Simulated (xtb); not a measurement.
(E)-1-bromo-1-fluoroprop-1-ene (C₃H₄BrF), SMILES C/C=C(\F)Br. All values are semi-empirical tight-binding results from xtb (GFN2-xTB unless named), good for trends rather than for accurate numbers. Geometry: GFN2-xTB.

Optimised geometry:

```xyz
9

C      0.3954    -2.9194     0.0000
C      0.7029    -1.4606     0.0000
C     -0.2145    -0.5102     0.0000
F     -1.5286    -0.7495     0.0000
Br     0.1635     1.3464     0.0000
H      0.8339    -3.3879     0.8801
H     -0.6768    -3.0955     0.0000
H      0.8339    -3.3879    -0.8801
H      1.7407    -1.1660     0.0000
```
Charge 0, spin multiplicity 1.

Computed properties:
* **point group as xtb finds it**: Cs
* **orbital gap**: 4.52 eV
* **zero-point energy**: 38.3 kcal/mol
* **G − E(el) at 298.15 K (modified RRHO)**: 19.0 kcal/mol
* **static polarisability (D4 model)**: 58.8 bohr³
* **solvation energy, GFN2-xTB/ALPB(water)**: -1.8 kcal/mol
* **solvation energy, GFN2-xTB/ALPB(ch2cl2)**: -4.6 kcal/mol

**Question.** Give the atomic charges and the Wiberg bond orders between heavy atoms. (The exact figures need the calculation; the answer reports its results.)

**Answer.** charges (e) C1 -0.10, C2 -0.06, C3 0.21, F4 -0.19, Br5 -0.13, H6 0.06, H7 0.06, H8 0.06, H9 0.07. Bond orders C1–C2 1.03, C2–C3 1.82, C3–F4 0.98, C3–Br5 0.98.
